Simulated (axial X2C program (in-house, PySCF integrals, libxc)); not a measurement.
## CeS⁺: the levels of the configuration f1 s0 d(πδ)0

Computed with an axial X2C code built on PySCF integrals: two-component X2C with atomic mean-field Coulomb and Gaunt terms, basis Ce dyall-v3z, S dyall-v3z (cores contracted in-house). Orbitals come from Hartree–Fock averaged over the configuration Ce f1 s0 d(πδ)0; CI then distributes these electrons over the f, s, d(πδ) shells of Ce.

R = 2.298 Å (near the minimum of the configuration average).

Active spinors (ω > 0):

| shell | ω | ε (eV) | character |
| --- | --- | --- | --- |
| f | 1/2 | 2.15 | 97% Ce f |
| f | 5/2 | 2.24 | 100% Ce f |
| f | 3/2 | 2.25 | 99% Ce f |
| f | 1/2 | 2.35 | 97% Ce f |
| f | 7/2 | 2.42 | 100% Ce f |
| f | 3/2 | 2.42 | 99% Ce f |
| f | 5/2 | 2.47 | 100% Ce f |
| s | 1/2 | -4.93 | 78% Ce s, 11% Ce p, 9% Ce d |
| d(πδ) | 3/2 | -3.66 | 99% Ce d |
| d(πδ) | 5/2 | -3.60 | 99% Ce d |
| d(πδ) | 3/2 | 1.21 | 82% Ce d, 16% Ce f |
| d(πδ) | 1/2 | 1.23 | 74% Ce d, 18% Ce f, 5% S p |

Lowest levels of this model:

```tsv
Ω	energy (cm⁻¹)	g∥	configuration
5/2	0	4.18	100% f1
3/2	670	2.39	100% f1
1/2	1098	0.87	100% f1
7/2	1987	8.00	100% f1
5/2	2535	5.82	100% f1
3/2	3054	3.61	100% f1
1/2	3186	1.13	100% f1
```

g∥ is the magnitude of 2⟨Lz + ge Sz⟩ for the +Ω component.

Task: From Ω and g∥ of the lowest level, whose 2⟨Lz + ge Sz⟩ is positive, find ⟨Sz⟩ and ⟨Lz⟩ (ge = 2.0023).

Result: Ω = ⟨Lz⟩ + ⟨Sz⟩ = 5/2 and ⟨Lz⟩ + ge⟨Sz⟩ = 2.090, so ⟨Sz⟩ = -0.41 and ⟨Lz⟩ = 2.91.

Occupations of the active spinors in the lowest level by ω, shell by shell in order of energy: -7/2: 0.00; -5/2: 0.00 0.00 0.00; -3/2: 0.00 0.00 0.00 0.00; -1/2: 0.00 0.00 0.00 0.00; 1/2: 0.00 0.00 0.00 0.00; 3/2: 0.00 0.00 0.00 0.00; 5/2: 1.00 0.00 0.00; 7/2: 0.00. The leading determinant has weight 1.00 among 3.

This point took 1.2 s on 1 thread of Arm Neoverse V2, on a shared host.

Dynamic correlation is missing, so gaps between terms are too wide and other configurations may lie lower; the lowest level listed is that of this model, not necessarily the ground state. At most 6 roots were kept for each Ω > 0 (twice that for Ω = 0) within 2.2 eV of the lowest, so higher up levels can be missing between those listed; levels with Ω > 0 are doubly degenerate and listed once, Ω = 0 levels singly. States that fill the shells left empty in the average are placed too high.
